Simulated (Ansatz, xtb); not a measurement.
Cl3H4InOSi: which of two isomers lies lower

Structure I: `[SiH3][OH+][In-]([Cl])([Cl])[Cl]`, a singlet. Structure II: `Cl[SiH2][OH+][InH-]([Cl])[Cl]`, a singlet. Both are isolated molecules in the gas phase, relaxed with PBE0-D4/def2-SVP; the shapes shown needn't be the lowest conformers.

I (Å):

```xyz
10

Cl   -4.1747    0.9447    1.1570
Cl   -3.1240   -0.8055   -2.3054
Cl   -2.8349    3.2063   -1.9240
In   -3.1425    1.0894   -0.9467
O    -1.0591    1.2553   -0.0702
Si   -0.5682    0.7701    1.5084
H    -1.0406    1.7599    2.5097
H    -1.1680   -0.5711    1.6884
H     0.9192    0.7204    1.4860
H    -0.6923    2.0787   -0.4270
```

II (Å):

```xyz
10

Cl    2.1466   -0.1539    0.8076
Cl   -3.2401   -0.8518    3.0028
Cl   -2.9907    1.4802   -0.1445
In   -3.0970   -0.7619    0.6306
O    -0.8174   -0.6911    1.0515
Si    0.2336    0.4960    0.4218
H    -0.0120    0.4915   -1.0332
H     0.0407    1.7841    1.1206
H    -0.8382   -0.7906    2.0198
H    -3.5088   -2.0678   -0.3805
```

Q: Which of the two would you expect CCSD(T)/def2-SVP + ΔMP2/def2-TZVPP electronic energies to favour?

A: CCSD(T)/def2-SVP + ΔMP2/def2-TZVPP gives E(II) − E(I) = +0.038 eV, slightly favouring structure I, which is too small a margin to settle the true order.

The same difference at several levels:

```csv
level,geometry,E(II) − E(I) (eV),departure from the last row (eV),"job, with rough time for the two"
PBE0-D4/def2-SVP,PBE0-D4/def2-SVP,+0.054,+0.016,"optimisation, 5.6 min"
HF/def2-SVP,PBE0-D4/def2-SVP,+0.298,+0.259,part of the CCSD(T) run
MP2/def2-SVP,PBE0-D4/def2-SVP,+0.239,+0.201,part of the CCSD(T) run
CCSD(T)/def2-SVP,PBE0-D4/def2-SVP,+0.240,+0.202,single point
CCSD(T)/def2-SVP + ΔMP2/def2-TZVPP,PBE0-D4/def2-SVP,+0.038,,"single point, 1.9 min"
```

As drawn, II has 1 Cl–Si, 1 In–H in place of 1 Cl–In, 1 Si–H.

The largest departure from CCSD(T)/def2-SVP + ΔMP2/def2-TZVPP is that of HF/def2-SVP, 0.259 eV. Levels run at GFN2-xTB geometries aren't shown. The last row adds to CCSD(T) the change of the MP2 difference between the two basis sets, here −0.202 eV, a large step that makes the value less sure.

With thermal terms from frequencies at re-optimised GFN2-xTB minima (ideal gas, soft modes damped towards free rotors, one conformer each, 298.15 K, 1 atm): on the last row, ΔE + ΔZPE = +0.002, ΔH = −0.011, ΔG = +0.023 eV.

The correlated steps freeze 25 core orbitals; the filled d shell of In is correlated, in a basis made for valence electrons. Atoms past krypton carry core potentials in the def2 sets and no spin–orbit term is included. Codes used: Ansatz 0.2.0, xtb 6.7.1; the last row on 2 threads of Intel(R) Xeon(R) Platinum 8375C CPU @ 2.90GHz (Ice Lake) on a shared host.
